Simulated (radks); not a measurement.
Results of a calculation; reference values are marked as such.
Q: These are the eigenvalues of the occupied orbitals of an atom or ion with whole-number occupations (hartree). Level of theory: Dirac Kohn-Sham, exchange-only PBE, spin-unpolarised, spherical densities, finite nucleus; Fermi nuclear charge, rms radius of each element as measured or else 0.836 A^(1/3) + 0.57 fm (a radial shooting solver on a logarithmic mesh with Libxc functionals).

1s1/2: -2395.001
2s1/2: -593.8738

Which element is it, and in what charge state? The configuration may be excited. Open shells, if any, fill j = l - 1/2 first.

A: Z = 68, erbium, charge +65: Er65+ in [He] 2s1. The 1s level, -2395 hartree, gives Z - s = 69.2 by -(Z - s)^2/2, which with screening and relativity narrows Z to a few neighbours, and the depths must fix Z and the occupations together.
